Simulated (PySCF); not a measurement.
Bonds (- single, = double, # triple, : aromatic): C1=C2, C2-C3, C3#C4, C4-C5, C5=C6, C6-C7, C6-Ge8. C1 carries H9, H10; C2 carries H11; C5 carries H12; C7 carries H13, H14, H15; Ge8 carries H16, H17, H18. Stereochemistry as in C=CC#C/C=[C](\C)[GeH3]. H9 is cis to C3; H10 is trans to C3.

Geometry: PBE0-D3(BJ)/def2-SVP; GIAO shifts from PySCF, gas phase, non-relativistic, averaged over equivalent atoms.

At PBE0/pcSseg-1 (210 basis functions, 33 s wall time on 1 thread of an Arm Neoverse V1, shared host):
```tsv
atoms	δ (ppm)
C6	159.5
C1	136.9
C5	127.8
C2	125.8
C3	103.1
C4	96.1
C7	23.4
Ge8	-204.5
H11	6.18
H12	6.16
H9	5.97
H10	5.82
H16/H17/H18	4.14
H13/H14/H15	2.23
```

References, each an isolated molecule treated in the same way: $^{13}$C (σref 184.41), $^{1}$H (σref 31.27) against TMS; GeMe4 for $^{73}$Ge (σref 1330.28).

Task: Estimate the result of repeating the calculation with KT2/pcSseg-1.

Result: 
```json
{"atoms": "C6", "δ at KT2/pcSseg-1": "148.2", "change": "-11.3"}
{"atoms": "C1", "δ at KT2/pcSseg-1": "125.5", "change": "-11.4"}
{"atoms": "C5", "δ at KT2/pcSseg-1": "117.6", "change": "-10.2"}
{"atoms": "C2", "δ at KT2/pcSseg-1": "115.6", "change": "-10.2"}
{"atoms": "C3", "δ at KT2/pcSseg-1": "98.6", "change": "-4.5"}
{"atoms": "C4", "δ at KT2/pcSseg-1": "90.9", "change": "-5.2"}
{"atoms": "C7", "δ at KT2/pcSseg-1": "23.9", "change": "+0.5"}
{"atoms": "Ge8", "δ at KT2/pcSseg-1": "-219.5", "change": "-15.0"}
{"atoms": "H11", "δ at KT2/pcSseg-1": "6.05", "change": "-0.13"}
{"atoms": "H12", "δ at KT2/pcSseg-1": "6.05", "change": "-0.11"}
{"atoms": "H9", "δ at KT2/pcSseg-1": "5.74", "change": "-0.23"}
{"atoms": "H10", "δ at KT2/pcSseg-1": "5.52", "change": "-0.30"}
{"atoms": "H16/H17/H18", "δ at KT2/pcSseg-1": "4.16", "change": "+0.02"}
{"atoms": "H13/H14/H15", "δ at KT2/pcSseg-1": "2.28", "change": "+0.05"}
```

Shifts are taken against calculated references (same method and geometry level): TMS for $^{13}$C (σ = 183.22 ppm) and $^{1}$H (σ = 31.18 ppm); $^{73}$Ge (σ = 1323.40 ppm) against GeMe4.

The largest change is at Ge8 (germanium bonded to C, 3 H). Cost: 210 basis functions, 45 s wall time on 1 thread of an Arm Neoverse V1, shared host. The order of the carbon signals is the same at both levels.

Relativistic effects, spin–orbit coupling among them, are left out; they matter for Ge and for the light atoms bonded to it.
